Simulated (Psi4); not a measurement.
silacyclobutane (C3H8Si), singlet (typed; the unrestricted solution is spin-contaminated), at a GFN2-xTB geometry, with bond 11-4 at 3.0 times its length; Psi4 with HF/3-21G.

The Psi4 input:
```
memory 2 GB

molecule {
0 1
C     0.94016925    0.39805364    0.93756297
C     0.99930330   -0.74626934   -0.09591889
Si   -0.77881964   -0.36144439   -0.68319456
C    -0.38448642    1.07057269    0.52035540
H     1.79758492    1.06860867    0.88594702
H     0.88094386    0.00849054    1.95305098
H     1.76805182   -0.57948533   -0.84803349
H     1.18886207   -1.72221791    0.34515954
H    -1.81068026   -1.29894242   -0.23630310
H    -0.96271943   -0.02265274   -2.09491916
H     0.10517724    3.95599984   -0.92696901
H    -1.06721963    1.23989694    1.34991129
}

set {
  basis 3-21g
  reference uhf
  stability_analysis follow
  scf_type pk
}

energy('scf')
print_variables()
```

Question: Write the output that Psi4 gives for this input, abridged.

Answer: 
```
   => Loading Basis Set <=

    Name: 3-21G
    Role: ORBITAL
    Keyword: BASIS

         ---------------------------------------------------------
                                   SCF
               by Justin Turney, Rob Parrish, Andy Simmonett
                          and Daniel G. A. Smith
                              UHF Reference
         ---------------------------------------------------------

  ==> Geometry <==

    Molecular point group: c1
    Full point group: C1

    Geometry (in Angstrom), charge = 0, multiplicity = 1:

       Center              X                  Y                   Z               Mass
    ------------   -----------------  -----------------  -----------------  -----------------
         C            0.957024970606     0.381026705645     0.970024292200    12.000000000000
         C            1.016159020606    -0.763296274355    -0.063457567800    12.000000000000
         SI          -0.761963919394    -0.378471324355    -0.650733237800    27.976926534650
         C           -0.367630699394     1.053545755645     0.552816722200    12.000000000000
         H            1.814440640606     1.051581735645     0.918408342200     1.007825032230
         H            0.897799580606    -0.008536394355     1.985512302200     1.007825032230
         H            1.784907540606    -0.596512264355    -0.815572167800     1.007825032230
         H            1.205717790606    -1.739244844355     0.377620862200     1.007825032230
         H           -1.793824539394    -1.315969354355    -0.203841777800     1.007825032230
         H           -0.945863709394    -0.039679674355    -2.062457837800     1.007825032230
         H            0.122032960606     3.938972905645    -0.894507687800     1.007825032230
         H           -1.050363909394     1.222870005645     1.382372612200     1.007825032230

  Running in c1 symmetry.

  Rotational constants: A =      0.25286  B =      0.18349  C =      0.12951 [cm^-1]
  Rotational constants: A =   7580.48359  B =   5500.97355  C =   3882.72279 [MHz]
  Nuclear repulsion =  162.986208195102364

  Charge       = 0
  Multiplicity = 1
  Electrons    = 40
  Nalpha       = 20
  Nbeta        = 20

  ==> Algorithm <==

  SCF Algorithm Type is PK.
  DIIS enabled.
  MOM disabled.
  Fractional occupation disabled.
  Guess Type is SAD.
  Energy threshold   = 1.00e-06
  Density threshold  = 1.00e-06
  Integral threshold = 1.00e-12

  ==> Primary Basis <==

  Basis Set: 3-21G
    Blend: 3-21G
    Number of shells: 38
    Number of basis functions: 56
    Number of Cartesian functions: 56
    Spherical Harmonics?: false
    Max angular momentum: 1

  ==> Integral Setup <==

  Using in-core PK algorithm.
   Calculation information:
      Number of atoms:                  12
      Number of AO shells:              38
      Number of primitives:             66
      Number of atomic orbitals:        56
      Number of basis functions:        56

      Integral cutoff                 1.00e-12
      Number of threads:                 1

  Performing in-core PK
  Using 2548812 doubles for integral storage.
  We computed 244919 shell quartets total.
  Whereas there are 274911 unique shell quartets.

  ==> DiskJK: Disk-Based J/K Matrices <==

    J tasked:                  Yes
    K tasked:                  Yes
    wK tasked:                  No
    Schwarz Cutoff:          1E-12

  Minimum eigenvalue in the overlap matrix is 1.3376881313E-02.
  Reciprocal condition number of the overlap matrix is 2.7349609476E-03.
    Using symmetric orthogonalization.

  ==> Pre-Iterations <==

  SCF Guess: Superposition of Atomic Densities via on-the-fly atomic UHF (no occupation information).

   -------------------------
    Irrep   Nso     Nmo
   -------------------------
     A         56      56
   -------------------------
    Total      56      56
   -------------------------

  ==> Iterations <==

                        Total Energy        Delta E     RMS |[F,P]|

   @UHF iter SAD:  -403.98947568537221   -4.03989e+02   0.00000e+00
   @UHF iter   1:  -404.37894210647880   -3.89466e-01   8.60203e-03 DIIS/ADIIS
   @UHF iter   2:  -404.33657271251099    4.23694e-02   1.14572e-02 DIIS/ADIIS
   @UHF iter   3:  -404.66718269834712   -3.30610e-01   2.76224e-03 DIIS/ADIIS
   @UHF iter   4:  -404.68613838866418   -1.89557e-02   4.23332e-04 DIIS/ADIIS
   @UHF iter   5:  -404.68666928132626   -5.30893e-04   1.11923e-04 DIIS/ADIIS
   @UHF iter   6:  -404.68671332754320   -4.40462e-05   5.80307e-05 DIIS
   @UHF iter   7:  -404.68672462781751   -1.13003e-05   9.14245e-06 DIIS
   @UHF iter   8:  -404.68672523945628   -6.11639e-07   3.29055e-06 DIIS
   @UHF iter   9:  -404.68672534486245   -1.05406e-07   1.44041e-06 DIIS
   @UHF iter  10:  -404.68672536983502   -2.49726e-08   5.19016e-07 DIIS
  Energy and wave function converged.

    Negative totally symmetric eigenvalue detected: -0.314531
    Wavefunction unstable!
    Lowest UHF->UHF stability eigenvalues:
       A -0.314531

    Rotating orbitals by 0.5 * pi / 2 radians along unstable eigenvector.
    Running SCF again with the rotated orbitals.
   @UHF iter  11:  -404.69926306456858   -4.04699e+02   4.88621e-03 DIIS/ADIIS
   @UHF iter  12:  -404.82161827901075   -1.22355e-01   2.14460e-03 DIIS/ADIIS
   @UHF iter  13:  -404.83687055283838   -1.52523e-02   6.52407e-04 DIIS/ADIIS
   @UHF iter  14:  -404.83893021275162   -2.05966e-03   1.23316e-04 DIIS/ADIIS
   @UHF iter  15:  -404.83901568482929   -8.54721e-05   4.56519e-05 DIIS
   @UHF iter  16:  -404.83902843640556   -1.27516e-05   2.34030e-05 DIIS
   @UHF iter  17:  -404.83903359691317   -5.16051e-06   1.04064e-05 DIIS
   @UHF iter  18:  -404.83903462542196   -1.02851e-06   4.59437e-06 DIIS
   @UHF iter  19:  -404.83903482034515   -1.94923e-07   1.80740e-06 DIIS
   @UHF iter  20:  -404.83903484794411   -2.75990e-08   7.64870e-07 DIIS
    Wavefunction stable under totally symmetric rotations.
    Lowest totally symmetric eigenvalue: 0.164841
    Lowest UHF->UHF stability eigenvalues:
       A 0.164841

    Stability analysis over.

  ==> Post-Iterations <==

   @Spin Contamination Metric:   1.005729693E+00
   @S^2 Expected:                0.000000000E+00
   @S^2 Observed:                1.005729693E+00
   @S   Expected:                0.000000000E+00
   @S   Observed:                0.000000000E+00

    Orbital Energies [Eh]
    ---------------------

    Alpha Occupied:

       1A    -68.293750     2A    -11.178499     3A    -11.169833
       4A    -11.151192     5A     -6.102374     6A     -4.198896
       7A     -4.198179     8A     -4.196470     9A     -1.081516
      10A     -0.898455    11A     -0.810931    12A     -0.677004
      13A     -0.633630    14A     -0.605198    15A     -0.513461
      16A     -0.494331    17A     -0.478855    18A     -0.427050
      19A     -0.409480    20A     -0.368269

    Alpha Virtual:

      21A      0.119764    22A      0.147635    23A      0.199848
      24A      0.244746    25A      0.280926    26A      0.302203
      27A      0.310033    28A      0.347668    29A      0.359923
      30A      0.408723    31A      0.413689    32A      0.429011
      33A      0.484142    34A      0.516413    35A      0.571367
      36A      0.664645    37A      0.976053    38A      0.993925
      39A      1.016909    40A      1.032267    41A      1.056641
      42A      1.108690    43A      1.120826    44A      1.192098
      45A      1.272206    46A      1.299275    47A      1.334864
      48A      1.348655    49A      1.354294    50A      1.379278
      51A      1.406864    52A      1.420595    53A      1.514766
      54A      1.945374    55A      2.034354    56A      2.475498

    Beta Occupied:

       1A    -68.294425     2A    -11.172419     3A    -11.153290
       4A    -11.150228     5A     -6.103406     6A     -4.199782
       7A     -4.199112     8A     -4.197876     9A     -1.062018
      10A     -0.862000    11A     -0.788650    12A     -0.662714
      13A     -0.620275    14A     -0.593155    15A     -0.502362
      16A     -0.486373    17A     -0.479240    18A     -0.466779
      19A     -0.402649    20A     -0.396347

    Beta Virtual:

      21A      0.116662    22A      0.152145    23A      0.201342
      24A      0.274516    25A      0.289383    26A      0.309501
      27A      0.316243    28A      0.352972    29A      0.371760
      30A      0.413595    31A      0.416819    32A      0.448371
      33A      0.486866    34A      0.516732    35A      0.573120
      36A      0.678582    37A      0.986638    38A      1.016377
      39A      1.029050    40A      1.049642    41A      1.064369
      42A      1.121769    43A      1.130170    44A      1.171258
      45A      1.204394    46A      1.296161    47A      1.339293
      48A      1.355393    49A      1.358588    50A      1.383330
      51A      1.409683    52A      1.423542    53A      1.527308
      54A      1.965348    55A      2.045216    56A      2.481208

    Final Occupation by Irrep:
              A
    DOCC [    20 ]
    SOCC [     0 ]
    NA   [    20 ]
    NB   [    20 ]

  @UHF Final Energy:  -404.83903484794411

   => Energetics <=

    Nuclear Repulsion Energy =            162.9862081951023640
    One-Electron Energy =                -879.9701315273788396
    Two-Electron Energy =                 312.1448884843323981
    Total Energy =                       -404.8390348479441059

  UHF NO Occupations:
  HONO-2 :   18  A 1.9981656
  HONO-1 :   19  A 1.9972122
  HONO-0 :   20  A 1.0890169
  LUNO+0 :   21  A 0.9109831
  LUNO+1 :   22  A 0.0027878
  LUNO+2 :   23  A 0.0018344
  LUNO+3 :   24  A 0.0015687

Computation Completed

Properties will be evaluated at   0.000000,   0.000000,   0.000000 [a0]

Properties computed using the SCF density matrix

 Multipole Moments:

 ------------------------------------------------------------------------------------
     Multipole            Electronic (a.u.)      Nuclear  (a.u.)        Total (a.u.)
 ------------------------------------------------------------------------------------

 L = 1.  Multiply by 2.5417464519 to convert [e a0] to [Debye]
 Dipole X            :         -1.8881640            1.8909946            0.0028306
 Dipole Y            :         -2.6372455            2.3480616           -0.2891839
 Dipole Z            :         -0.5185052            0.6303559            0.1118507
 Magnitude           :                                                    0.3100741

 ------------------------------------------------------------------------------------

  Variable Map:
  ----------------------------------------------------------------------------
  "CURRENT ENERGY"           =>    -404.839034847944
  "CURRENT REFERENCE ENERGY" =>    -404.839034847944
  "DD SOLVATION ENERGY"      =>       0.000000000000
  "HF KINETIC ENERGY"        =>     404.476880274710
  "HF POTENTIAL ENERGY"      =>    -809.315915122654
  "HF TOTAL ENERGY"          =>    -404.839034847944
  "HF VIRIAL RATIO"          =>       2.000895365325
  "NUCLEAR REPULSION ENERGY" =>     162.986208195102
  "ONE-ELECTRON ENERGY"      =>    -879.970131527379
  "PCM POLARIZATION ENERGY"  =>       0.000000000000
  "PE ENERGY"                =>       0.000000000000
  "SCF ITERATION ENERGY"     =>    -404.839034847944
  "SCF ITERATIONS"           =>      20.000000000000
  "SCF TOTAL ENERGY"         =>    -404.839034847944
  "TWO-ELECTRON ENERGY"      =>     312.144888484332

  Array Variable Map:
  ----------------------------------------------------------------------------
  "CURRENT DIPOLE"           =>       0.002830559450 ... 0.111850715809 1 by 3
  "SCF DIPOLE"               =>       0.002830559450 ... 0.111850715809 1 by 3
  "SCF STABILITY EIGENVALUES" =>       0.164841498580 ... 0.164841498580 1 by 1
  "SCF TOTAL ENERGIES"       =>    -403.989475685372 ... -404.839034847944 1 by 21
```
